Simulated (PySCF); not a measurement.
methanol (CH4O), singlet, geometry from GFN2-xTB; SVWN5/def2-TZVP run with PySCF.

PySCF was given this input:
```python
from pyscf import gto, scf, dft

mol = gto.M(
    atom='''
C    -0.05774864    0.65750333    0.00623833
O    -0.03498085   -0.74857812   -0.00758921
H    -1.10610419    0.95010140    0.00407242
H     0.88017380   -1.04794998   -0.00613415
H     0.42182552    1.06188832    0.90433371
H     0.43044352    1.07956523   -0.87898825
''',
    basis='def2-tzvp',
    verbose=4,
)

mf = dft.RKS(mol)
mf.xc = 'lda,vwn'
mf.kernel()
```

It wrote (shortened):

```
PySCF version 2.14.0

[INPUT] verbose = 4
[INPUT] num. atoms = 6
[INPUT] num. electrons = 18
[INPUT] charge = 0
[INPUT] spin (= nelec alpha-beta = 2S) = 0
[INPUT] symmetry False subgroup None
[INPUT] Mole.unit = angstrom
[INPUT] Symbol           X                Y                Z      unit          X                Y                Z       unit  Magmom
[INPUT]  1 C     -0.057748640000   0.657503330000   0.006238330000 AA   -0.109129113666   1.242501219690   0.011788735175 Bohr   0.0
[INPUT]  2 O     -0.034980850000  -0.748578120000  -0.007589210000 AA   -0.066104226104  -1.414607629642  -0.014341528402 Bohr   0.0
[INPUT]  3 H     -1.106104190000   0.950101400000   0.004072420000 AA   -2.090233984334   1.795431436566   0.007695758464 Bohr   0.0
[INPUT]  4 H      0.880173800000  -1.047949980000  -0.006134150000 AA    1.663287424018  -1.980338454443  -0.011591863507 Bohr   0.0
[INPUT]  5 H      0.421825520000   1.061888320000   0.904333710000 AA    0.797134705152   2.006678099675   1.708943037112 Bohr   0.0
[INPUT]  6 H      0.430443520000   1.079565230000  -0.878988250000 AA    0.813420364894   2.040082618303  -1.661047059211 Bohr   0.0

nuclear repulsion = 40.5175229963512
number of shells = 38
number of NR pGTOs = 124
number of NR cGTOs = 86
basis = def2-tzvp
ecp = {}

******** <class 'pyscf.dft.rks.RKS'> ********
method = RKS
initial guess = minao
damping factor = 0
level_shift factor = 0
DIIS = <class 'pyscf.scf.diis.CDIIS'>
diis_start_cycle = 1
diis_space = 8
diis_damp = 0
SCF conv_tol = 1e-09
SCF conv_tol_grad = None
SCF max_cycles = 50
direct_scf = True
direct_scf_tol = 1e-13
XC library pyscf.dft.libxc version 7.1.2
    S. Lehtola, C. Steigemann, M. J. T. Oliveira, and M. A. L. Marques,  SoftwareX 7, 1–5 (2018)
XC functionals = lda,vwn
    P. A. M. Dirac,  Math. Proc. Cambridge Philos. Soc. 26, 376 (1930)
    F. Bloch,  Z. Phys. 57, 545 (1929)
    S. H. Vosko, L. Wilk, and M. Nusair,  Can. J. Phys. 58, 1200 (1980)
radial grids:
    Treutler-Ahlrichs [JCP 102, 346 (1995); DOI:10.1063/1.469408] (M4) radial grids

becke partition: Becke, JCP 88, 2547 (1988); DOI:10.1063/1.454033
pruning grids: <function nwchem_prune>
grids dens level: 3
symmetrized grids: False
atomic radii adjust function: <function treutler_atomic_radii_adjust>
small_rho_cutoff = 0
Set gradient conv threshold to 3.16228e-05
Initial guess from minao.
tot grids = 67432
init E= -114.833922122228
  HOMO = -0.348874093067625  LUMO = -0.0257518775933789  gap/eV = 8.79260
cycle= 1 E= -114.73857382731  delta_E= 0.0953  |g|= 0.719  |ddm|= 1.55
  HOMO = -0.0620019669416259  LUMO = 0.0388929159553442  gap/eV = 2.74549
cycle= 2 E= -114.425044822454  delta_E= 0.314  |g|= 1.47  |ddm|=  1.7
  HOMO = -0.233486980571602  LUMO = 0.0032664681465846  gap/eV = 6.44239
cycle= 3 E= -114.834199574415  delta_E= -0.409  |g|= 0.106  |ddm|= 1.33
  HOMO = -0.231066766609537  LUMO = 0.00264599210027683  gap/eV = 6.35965
cycle= 4 E= -114.835626937801  delta_E= -0.00143  |g|= 0.0687  |ddm|= 0.0859
  HOMO = -0.228447243765387  LUMO = 0.00415066475704862  gap/eV = 6.32931
cycle= 5 E= -114.836655966266  delta_E= -0.00103  |g|= 0.01  |ddm|= 0.0408
  HOMO = -0.229126628903071  LUMO = 0.00357014551767421  gap/eV = 6.33200
cycle= 6 E= -114.836677012348  delta_E= -2.1e-05  |g|= 0.00101  |ddm|= 0.00573
  HOMO = -0.22922480986362  LUMO = 0.00353660960247382  gap/eV = 6.33376
cycle= 7 E= -114.83667721071  delta_E= -1.98e-07  |g|= 0.000188  |ddm|= 0.000791
  HOMO = -0.229251958222044  LUMO = 0.00351848725817661  gap/eV = 6.33401
cycle= 8 E= -114.836677220471  delta_E= -9.76e-09  |g|= 3.22e-05  |ddm|= 0.00019
  HOMO = -0.229253536998158  LUMO = 0.00351923043579916  gap/eV = 6.33407
cycle= 9 E= -114.83667722073  delta_E= -2.59e-10  |g|= 4.79e-06  |ddm|= 2.76e-05
  HOMO = -0.229254380626067  LUMO = 0.00351853430669635  gap/eV = 6.33407
Extra cycle  E= -114.836677220731  delta_E= -8.53e-13  |g|= 3.9e-06  |ddm|= 7.19e-06
converged SCF energy = -114.836677220731
```
